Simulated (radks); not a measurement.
Species: W2+. Configuration: [Xe] 4f11 5d6.5 6s0.5 (fractional occupations, a model configuration).

All-electron calculation, Dirac Kohn-Sham, PBEsol, spin-unpolarised, spherical densities, point nucleus; open shells fill j = l - 1/2 first. Program: a radial shooting solver on a logarithmic mesh with Libxc functionals.

Energy parts (eV):
total: -439620.33
kinetic: 495461.49
electron-nucleus: -1095214.38
Hartree: 168783.84
exchange-correlation: -8651.27

Orbitals (lengths in bohr, moments of r in powers of bohr):
orbital  occ.  eigenvalue (eV)   <1/r>
1s1/2       2        -69422.51   87.10
2s1/2       2        -12016.85   21.19
2p1/2       2        -11492.88   21.15
2p3/2       4        -10141.19   17.76
3s1/2       2        -2811.187   7.774
3p1/2       2        -2578.019   7.688
3p3/2       4        -2285.897   6.813
3d3/2       4        -1893.254   6.706
3d5/2       6        -1829.780   6.500
4s1/2       2        -619.8022   3.290
4p1/2       2        -522.9831   3.183
4p3/2       4        -453.9102   2.881
4d3/2       4        -294.6851   2.677
4d5/2       6        -281.7664   2.605
5s1/2       2        -109.2821   1.330
4f5/2       6         -81.3756   2.215
4f7/2       5         -78.8571   2.187
5p1/2       2         -78.7375   1.210
5p3/2       4         -67.1503   1.100
5d3/2       4         -26.1912  0.8106
5d5/2     2.5         -24.9817  0.7851
6s1/2     0.5         -21.2033  0.4887

The highest occupied level is 6s1/2 at -21.203 eV. Summed over all electrons, <r^2> = 45.55 bohr^2, which gives a Langevin (diamagnetic) susceptibility term of -36.1 x 10^-6 cm^3/mol. The density falls to 0.001 e/bohr^3 at r = 3.77 bohr.
